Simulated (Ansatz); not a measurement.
FHTe (SMILES F[TeH]), charge 0, multiplicity 1, relaxed at each level with Ansatz (a first-principles code); harmonic frequencies from differences of analytic forces, average atomic masses, frozen cores. Elements past Kr take the def2 small-core potentials, without spin–orbit coupling.

```
level               harmonic frequencies (cm⁻¹)  ZPE (eV)  cost over PBE/def2-TZVPP (rough)
------------------  ---------------------------  --------  --------------------------------
PBE/def2-TZVPP                     582 668 2042     0.204                                ×1
B3LYP/def2-TZVPP                   601 697 2100     0.211                                ×1
wB97X-V/def2-TZVPP                 632 722 2191     0.220                                ×2
MP2/def2-TZVPP                     624 730 2210     0.221                                ×2
CCSD(T)/def2-SVP                   610 712 2126     0.214                              ×0.8
CCSD(T)/def2-TZVPP                 617 715 2136     0.215                                ×9
```
